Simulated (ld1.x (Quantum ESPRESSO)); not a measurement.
# Configuration tests for F (PAW)

- Element: fluorine (F)
- Generator: ld1.x (Quantum ESPRESSO) 7.5
- Type: PAW
- Functional: PBE
- Relativity: scalar-relativistic
- Frozen core: [He]
- Valence charge: 7
- Reference configuration: 2s2 2p5
- Partial waves: 2s (bound): rcut 0.60, rcutus 0.65 bohr; 2s channel at 2.05 Ry: rcut 0.60, rcutus 0.65 bohr; 2p (bound): rcut 1.95, rcutus 2.05 bohr; 2p channel at 0.1 Ry: rcut 1.95, rcutus 2.05 bohr; 3d channel at 0.05 Ry: rcut 1.35, rcutus 1.80 bohr; 3d channel at 1.3 Ry: rcut 1.35, rcutus 1.80 bohr
- Local potential: all-electron potential smoothed inside 1.75 bohr (lloc = -2)
- Core correction: a·sin(br)/r model core inside 0.35 bohr
- Augmentation charge: PSQ, radius 0.50 bohr

Energies are relative to the spin-unpolarised reference configuration 2s2 2p5; without spin polarisation the order of configurations can differ from experiment. Not all tests gave a result: 2 of 7 tests not solved or not reliable. Left out of the table: 2s2 2p3 (solver errors, printed error -283 eV); 2s2 2p1 (solver errors, printed error +13.3 eV). The frozen-core shift is the all-electron ΔE with the core orbitals held at their reference shape minus the fully relaxed ΔE.

Give the all-electron excitation energy and the error of the potential for: 2s2 2p4; 2s2 2p2; 2s2 2p5.3; 2s1 2p6; 2s2 2p4.5.

```csv
valence configuration,charge,ΔE all-electron (eV),error AE − PS (meV),frozen-core shift (meV)
2s2 2p4,+1,19.390,-27,+0.1
2s2 2p2,+3,118.413,-315,+4.3
2s2 2p5.3,-0.3,-2.670,-0.5,0.0
2s1 2p6,0,18.814,-0.6,+0.4
2s2 2p4.5,+0.5,7.543,-5.3,0.0
```
